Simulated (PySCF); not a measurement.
Species: C₂H₈OSi₂Te.
Atom-mapped SMILES: `[CH2:1]=[CH:2][O:3][SiH2:4][Te:5][SiH3:6]` (hydrogens: H7, H8 on C1; H9 on C2; H10, H11 on Si4; H12, H13, H14 on Si6)

Cartesian coordinates in Å at the PBE0-D3(BJ)/def2-SVP level; atoms count from 1:
```xyz
14
C2H8OSi2Te angstrom
C     -2.9774    0.0690    0.5094
C     -2.5192    1.1814   -0.0687
O     -1.2377    1.4458   -0.4036
Si     0.0826    0.4339   -0.1607
Te     1.9839    1.7256   -1.1139
Si     3.4943   -0.2280   -0.6681
H     -2.3265   -0.7691    0.7787
H     -4.0413   -0.0247    0.7286
H     -3.1842    2.0107   -0.3326
H     -0.1019   -0.8572   -0.8862
H      0.2577    0.1594    1.2959
H      4.2453   -0.0587    0.6099
H      4.4590   -0.3444   -1.7994
H      2.6568   -1.4635   -0.5814
```

Method used: PySCF, PBE0-D3(BJ)/def2-SVP geometry optimisation, gas phase, def2 core potentials past Kr.

Take the most abundant isotopes and a rigid rotor. The values belong to one conformer with, in the numbering `[CH2:1]=[CH:2][O:3][SiH2:4][Te:5][SiH3:6]`, C1–C2–O3–Si4 0°, C2–O3–Si4–Te5 179°, O3–Si4–Te5–Si6 -176°.

Question: Give the principal moments of inertia and the rotational constants in MHz.

Answer: Ia = 171.85, Ib = 863.83, Ic = 1023.35 u·Å²; 505379 MHz·u·Å²/I gives A = 2941, B = 585.0, C = 493.8 MHz.

Question: Classify the top.

Answer: A near-prolate asymmetric top: κ = (2 × 585.0 − 2941 − 493.8)/(2941 − 493.8) = -0.93.

Question: What does the inertial defect say?

Answer: Not planar: Δ = Ic − Ia − Ib = -12.33 u·Å². For a rigid frame Δ = −2 Σ m c², so Σ m c² = 6.17 u·Å² lies off the ab plane: 5.99 from hydrogen and 0.18 from heavier atoms. The atom farthest from that plane is 1.33 Å away.

Question: Give the other two planar moments, Paa and Pbb, and the rms extents of the mass along the axes.

Answer: Paa = Σ m a² = (Ib + Ic − Ia)/2 = 857.66 and Pbb = Σ m b² = (Ia + Ic − Ib)/2 = 165.69 u·Å². With the mass M = 233.92 u, the rms extents √(P/M) along a, b and c are 1.91, 0.84, 0.16 Å.

Question: List the rotational levels J(Ka,Kc) to J = 3 (MHz).

Answer: Above 0(0,0):
J = 1: 1(0,1) 1079, 1(1,1) 3435, 1(1,0) 3526
J = 2: 2(0,2) 3234, 2(1,2) 5501, 2(1,1) 5775, 2(2,1) 12842, 2(2,0) 12845
J = 3: 3(0,3) 6460, 3(1,3) 8599, 3(1,2) 9147, 3(2,2) 16079, 3(2,1) 16092, 3(3,1) 28087, 3(3,0) 28087
The levels of one J sum to (2J + 1)J(J + 1)(A + B + C)/3.

Question: Which lines would a microwave search look for?

Answer: The dipole components are |μa| = 0.07 D, |μb| = 1.07 D, |μc| = 0.00 D. Intensities carry the squares of the components, which stand as 0.00 : 1.00 : 0.00 (a : b : c). Some lines, for components of 0.1 D or more:

```json
{"type": "b", "branch": "R", "J(Ka,Kc)": "3(0,3) ← 2(1,2)", "MHz": "959", "lower level (cm⁻¹)": "0.184"}
{"type": "b", "branch": "Q", "J(Ka,Kc)": "1(1,0) ← 1(0,1)", "MHz": "2447", "lower level (cm⁻¹)": "0.036"}
{"type": "b", "branch": "Q", "J(Ka,Kc)": "2(1,1) ← 2(0,2)", "MHz": "2541", "lower level (cm⁻¹)": "0.108"}
{"type": "b", "branch": "Q", "J(Ka,Kc)": "3(1,2) ← 3(0,3)", "MHz": "2686", "lower level (cm⁻¹)": "0.215"}
{"type": "b", "branch": "R", "J(Ka,Kc)": "1(1,1) ← 0(0,0)", "MHz": "3435", "lower level (cm⁻¹)": "0.000"}
{"type": "b", "branch": "R", "J(Ka,Kc)": "3(1,3) ← 2(0,2)", "MHz": "5365", "lower level (cm⁻¹)": "0.108"}
{"type": "b", "branch": "Q", "J(Ka,Kc)": "2(2,0) ← 2(1,1)", "MHz": "7070", "lower level (cm⁻¹)": "0.193"}
{"type": "b", "branch": "Q", "J(Ka,Kc)": "2(2,1) ← 2(1,2)", "MHz": "7341", "lower level (cm⁻¹)": "0.184"}
{"type": "b", "branch": "Q", "J(Ka,Kc)": "3(2,2) ← 3(1,3)", "MHz": "7479", "lower level (cm⁻¹)": "0.287"}
{"type": "b", "branch": "R", "J(Ka,Kc)": "2(2,0) ← 1(1,1)", "MHz": "9410", "lower level (cm⁻¹)": "0.115"}
{"type": "b", "branch": "R", "J(Ka,Kc)": "3(2,1) ← 2(1,2)", "MHz": "10590", "lower level (cm⁻¹)": "0.184"}
{"type": "b", "branch": "Q", "J(Ka,Kc)": "3(3,1) ← 3(2,2)", "MHz": "12008", "lower level (cm⁻¹)": "0.536"}
{"type": "b", "branch": "R", "J(Ka,Kc)": "3(3,0) ← 2(2,1)", "MHz": "15245", "lower level (cm⁻¹)": "0.428"}
```

No PBE0-D3(BJ)/def2-SVP frequencies stand behind this structure, so it isn't proved a minimum. No vibrational averaging or centrifugal distortion is included, and the geometry carries the error of its method. A rigid rotor knows nothing of internal rotation, which can split or shift real lines.

The run took 62 s of wall time on an Arm Neoverse V2 with one thread, shared host with 96 logical CPUs at a one-minute load of 21, and the process peaked at 0.57 GiB of memory. These figures are those of the optimisation.
